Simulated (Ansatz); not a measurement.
`Cl[SiH]1[BH][GeH2]1`, 8 atoms. Total charge 0; spin multiplicity 1. Correlated methods include outer-core shells of Ge, which these sets cover unevenly. Scalar relativity is left out up to krypton. All runs use 4 threads of an Arm Neoverse V2 on a shared host. Correlated methods freeze the cores.

How many basis functions does each run have, and how long does it take in Ansatz? RKS ωB97M-V/def2-QZVPP energy; RKS PBE0-D4/def2-TZVP relaxation (7 steps); RKS ωB97M-V/def2-SVP energy; RHF-CCSD(T)/def2-SVP energy; RKS revPBE-D4/def2-TZVPP energy; RKS PBE0-D4/def2-TZVP frequencies; RHF-CCSD(T)/def2-TZVPP energy; RKS PBE0-D4/def2-TZVPP energy; RKS SPW92 (LDA)/def2-TZVPP energy; direct RPA on PBE orbitals/def2-TZVPP energy; RKS PBE0-D4/def2-QZVPP energy; RKS PBE0-D4/def2-SVP energy. (Best estimate.)

The calculation gave: Other jobs shared the machine, so times are rough.

| level | job | functions | wall time | peak host memory (GiB) |
| --- | --- | --- | --- | --- |
| RKS PBE0-D4/def2-SVP | energy | 102 | 1.2 s | 0.41 |
| RKS SPW92 (LDA)/def2-TZVPP | energy | 219 | 1.3 s | 0.29 |
| RKS revPBE-D4/def2-TZVPP | energy | 219 | 2 s | 0.29 |
| RKS PBE0-D4/def2-TZVPP | energy | 219 | 3.3 s | 0.6 |
| RHF-CCSD(T)/def2-SVP | energy | 102 | 4.1 s | 0.41 |
| RKS ωB97M-V/def2-SVP | energy | 102 | 5 s | 0.41 |
| direct RPA on PBE orbitals/def2-TZVPP | energy | 219 | 5.5 s | 0.5 |
| RKS PBE0-D4/def2-QZVPP | energy | 406 | 9 s | 1.6 |
| RKS ωB97M-V/def2-QZVPP | energy | 406 | 21 s | 1.9 |
| RKS PBE0-D4/def2-TZVP | relaxation (7 steps) | 177 | 27 s | 0.49 |
| RHF-CCSD(T)/def2-TZVPP | energy | 219 | 91 s | 3 |
| RKS PBE0-D4/def2-TZVP | frequencies | 177 | 110 s | 0.49 |
